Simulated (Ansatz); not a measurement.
System: TeCl, charge 0, multiplicity 2. 
Geometry from a B3LYP-D3(BJ)/def2-TZVP (Ansatz, a quantum-chemistry and plane-wave program) optimisation:
```
Te
Cl 1 2.3399
```
Charge 0, spin multiplicity 2.

Property: vertical ionisation energy (to the triplet state of charge +1; each state is the SCF solution reached for its spin), in eV. Correlated levels leave the core frozen unless marked. Open shells are spin-unrestricted. No spin-orbit coupling. Frozen are the shells of the preceding noble gas and the d and f shells that filled before the atom's block. In def2 rows, elements after Kr have scalar-relativistic effective core potentials. CBS marks a two-point X^-3 extrapolation of the correlation energy; Hartree-Fock from the larger set.

```json
[
 {"level": "SVWN5/def2-TZVPD", "program": "Ansatz", "vertical ionisation energy (eV)": "8.82"}
]
```

**Question.** Estimate the value at CCSD(T)/CBS(def2-TZVPPD,def2-QZVPPD) as computed with Ansatz.

**Answer.** 8.83 eV
